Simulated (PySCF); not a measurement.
Molecule: `C1[SiH](Cl)CCC1`, C₄H₉ClSi.

Geometry:
| atom | x (Å) | y (Å) | z (Å) |
| --- | --- | --- | --- |
| Cl1 | 2.054 | 5.056 | 1.327 |
| Si2 | 1.725 | 3.297 | 0.262 |
| C3 | 2.528 | 1.824 | 1.131 |
| C4 | 1.359 | 0.839 | 1.313 |
| C5 | 0.067 | 1.631 | 1.543 |
| C6 | -0.052 | 2.699 | 0.445 |
| H7 | 2.171 | 3.562 | -1.135 |
| H8 | 3.380 | 1.390 | 0.587 |
| H9 | 2.908 | 2.168 | 2.107 |
| H10 | 1.245 | 0.230 | 0.398 |
| H11 | 1.547 | 0.130 | 2.136 |
| H12 | 0.118 | 2.126 | 2.529 |
| H13 | -0.812 | 0.966 | 1.571 |
| H14 | -0.777 | 3.492 | 0.679 |
| H15 | -0.365 | 2.240 | -0.509 |

Geometry PBE0-D3(BJ)/def2-SVP throughout; GIAO in PySCF 2.14.0 with density-fitted response routines, gas phase, one conformer, non-relativistic; equivalent atoms averaged; functional PBE0.

(1) How do the shifts δ (against HCl, TMS at the same level) depend on the basis set? (ppm; last column core-seconds on shared hosts with different chips, so compare them loosely)

(2) Which nucleus moves most, in ppm?

(3) Taking the largest basis, def2-TZVP (252 functions), as the yardstick, rank the others by their worst heavy-atom deviation.

## Answers

(1) 
```tsv
basis set	functions	Cl1	Si2	C4/C5	C3/C6	H7	H11/H12	H10/H13	H9/H14	H8/H15	core-s
STO-3G	47	-158.1	30.4	31.3	15.7	3.07	1.25	1.09	0.83	0.75	4.3
6-31G	80	-79.1	59.3	27.9	18.1	5.01	1.92	1.65	0.89	1.02	8.4
6-31G*	110	-44.9	47.2	26.7	16.4	5.46	1.79	1.54	0.87	0.87	12
def2-SVP	137	-13.2	29.1	26.5	15.8	5.41	1.51	1.27	0.76	0.79	14
pcSseg-1	161	-9.6	36.4	28.8	17.7	5.34	1.69	1.45	0.86	0.86	12
6-311+G(2d,p)	232	9.3	32.9	28.6	18.0	5.71	1.76	1.55	0.94	0.98	30
def2-TZVP	252	-4.9	30.4	29.4	18.0	5.73	1.78	1.56	0.93	0.97	37
```

(2) Cl1 (chlorine bonded to Si): from -158.1 ppm with STO-3G to 9.3 ppm with 6-311+G(2d,p). The smallest spread is 0.18 ppm, at H9/H14. Proton shifts span only some 12 ppm, so a few tenths of a ppm matter as much there as several ppm in carbon.

(3) pcSseg-1 6.0 ppm (161 functions), def2-SVP 8.3 ppm (137 functions), 6-311+G(2d,p) 14.2 ppm (232 functions), 6-31G* 40.0 ppm (110 functions), 6-31G 74.2 ppm (80 functions), STO-3G 153.2 ppm (47 functions).

A small basis that lands close on one nucleus may do so by chance; judge by the trend and by all nuclei.
